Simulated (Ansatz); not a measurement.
Cost and result for the atomization energy of CH₅BClFGe (`C[B](F)[GeH2][Cl]`) (10 atoms, 9 bonds).

```xyz
10

C    -1.0617    0.5898   -1.0290
B     0.3818    0.5552   -0.4711
F     1.3306    1.3283   -0.9832
Ge    0.9702   -0.6857    1.1073
Cl   -0.7759   -1.8361    1.7016
H    -1.1975    1.3046   -1.8427
H    -1.3476   -0.4115   -1.3723
H    -1.7679    0.8149   -0.2217
H     2.0448   -1.7231    0.7386
H     1.4232    0.0636    2.3724
```

Charge 0, multiplicity 1. Correlated methods include outer-core shells of Ge, which these sets cover unevenly. Scalar relativity is left out up to krypton. The structure was optimised at the PBE0-D4/def2-TZVP level. It is one conformer, not always the lowest. Program: Ansatz. All runs use 4 threads of an Arm Neoverse V2 on a shared host. Times are those of one run each, without the atoms' runs, and a repeat can differ threefold. Electronic energies, without spin–orbit coupling; frozen cores. CCSD(T)/CBS adds CCSD(T) − MP2 in def2-TZVPP to the MP2 limit, and its time is that of the two runs behind it. T1 = 0.012. With those shells the extrapolation isn't a true limit. HSE06 is the plane-wave form, built on full-range PBE exchange.

CCSD(T)/CBS is a level of theory with its own doubt, some kJ/mol a heavy atom from the limit and from the frozen cores, so smaller differences don't rank the functionals.

| level | functions | wall time | atomization (kcal/mol) | difference from CCSD(T)/CBS | per bond |
| --- | --- | --- | --- | --- | --- |
| BLYP-D4/def2-TZVPP | 253 | 1.9 s | 836.6 | -6.9 | -0.8 |
| PBE-D4/def2-TZVPP (with forces) | 253 | 2.5 s | 856.2 | 12.7 | 1.4 |
| HSE06-D4/def2-TZVPP | 253 | 3.4 s | 845.9 | 2.4 | 0.3 |
| BHLYP-D4/def2-TZVPP | 253 | 3.4 s | 823.3 | -20.2 | -2.2 |
| CAM-B3LYP-D4/def2-TZVPP | 253 | 3.6 s | 846.5 | 3.0 | 0.3 |
| r2SCANh-D4/def2-TZVPP | 253 | 5.5 s | 846.0 | 2.5 | 0.3 |
| B2PLYP/def2-TZVPP | 253 | 5.5 s | 834.5 | -9.0 | -1.0 |
| PBE-QIDH/def2-TZVPP | 253 | 5.5 s | 842.8 | -0.7 | -0.1 |
| CCSD(T)/def2-SVP | 117 | 7.5 s | 800.7 | -42.8 | -4.7 |
| B97M-V/def2-TZVPP | 253 | 9.5 s | 854.0 | 10.5 | 1.2 |
| MP2/def2-QZVPP | 480 | 21 s | 850.1 | 6.6 | 0.7 |
| CCSD(T)/def2-TZVPP | 253 | 3.4 min | 826.2 | -17.3 | -1.9 |
| CCSD(T)/CBS(def2) | – | 3.7 min | 843.5 | 0.0 | 0.0 |

In def2-TZVPP, CCSD(T) changes the Hartree–Fock value by +184.2 kcal/mol (the triples alone add +11.2 kcal/mol) and MP2 by +198.1 kcal/mol; breaking electron pairs costs correlation energy, which Hartree–Fock lacks. At CCSD(T), def2-SVP lies −42.7 kcal/mol from the extrapolated value and def2-TZVPP −17.2 kcal/mol: correlation converges slowly with the basis, and small sets miss more of it in the bonded molecule than in its fragments. From r2SCAN to r2SCAN0 (25 % exact exchange), in def2-TZVPP and without D4, the atomization energy moves by −11.6 kcal/mol: exact exchange takes away binding that semilocal exchange gives to molecules.

For some Ge, Se and Sn compounds the MP2-based and the directly extrapolated limit differ by 10 to 25 kJ/mol.
